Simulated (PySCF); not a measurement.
Te(OH)(OMe) (CH4O2Te), SMILES CO[Te]O. Geometry optimised at B3LYP-D3(BJ)/def2-SVP. The def2 effective core potentials stand for the cores of Te; spin–orbit coupling is left out. Other conformers were not sampled.

Computed equilibrium geometry at B3LYP-D3(BJ)/def2-SVP (PySCF confirms it by a frequency run) as bond lengths and angles (one conformer of several):
Atoms: Te1 O2 H3 O4 C5 H6 H7 H8. Bonded distances (Å): Te1–O2 2.005, Te1–O4 2.000, O2–H3 0.970, O4–C5 1.417, C5–H6 1.105, C5–H7 1.103, C5–H8 1.106. Angles (°): O2–Te1–O4 98.9, Te1–O2–H3 107.3, Te1–O4–C5 117.6, O4–C5–H6 111.9, O4–C5–H7 106.9, O4–C5–H8 112.6, H6–C5–H7 108.4, H6–C5–H8 108.3, H7–C5–H8 108.6.
